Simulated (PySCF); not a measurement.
# Ag⁺ (silver, charge +1) across methods

[Kr] 4d9 5p1, one real determinant (an excited configuration). Calculation: PySCF 2.14, in aug-cc-pwCVTZ-PP with ECP28MDF; scalar relativity through the core potential.

| method | E (hartree) | mean ε 4d α (eV) | mean ε 4d β (eV) | mean ε 5p α (eV) | Σ⟨r²⟩ (bohr²) | ⟨S²⟩ |
| --- | --- | --- | --- | --- | --- | --- |
| LDA | -145.9727 | -21.083 | -20.229 | -8.916 | 40.80 | 2.000 |
| TPSSh | -146.2145 | -21.685 | -20.841 | -8.990 | 40.88 | 2.001 |
| PBE0 | -146.2617 | -23.022 | -22.119 | -9.393 | 40.92 | 2.001 |
| BP86 | -146.3653 | -20.983 | -20.195 | -8.949 | 40.73 | 2.001 |
| M06-L | -146.3599 | -21.058 | -20.113 | -8.495 | 40.65 | 2.001 |
| PBE | -146.2704 | -20.882 | -20.056 | -8.817 | 40.89 | 2.001 |
| r2SCAN | -146.3104 | -21.252 | -20.329 | -8.952 | 40.62 | 2.001 |

(1) Estimate the same row for UHF.

⟨L²⟩ = 8.01 against 12 for a pure F term, so this real determinant mixes terms. Energies and moments cover only the electrons outside the core potential.

Answers

(1) E (hartree) = -145.48621; mean ε 4d α (eV) = -28.571; mean ε 4d β (eV) = -27.389; mean ε 5p α (eV) = -10.606; Σ⟨r²⟩ (bohr²) = 41.90; ⟨S²⟩ = 2.002.
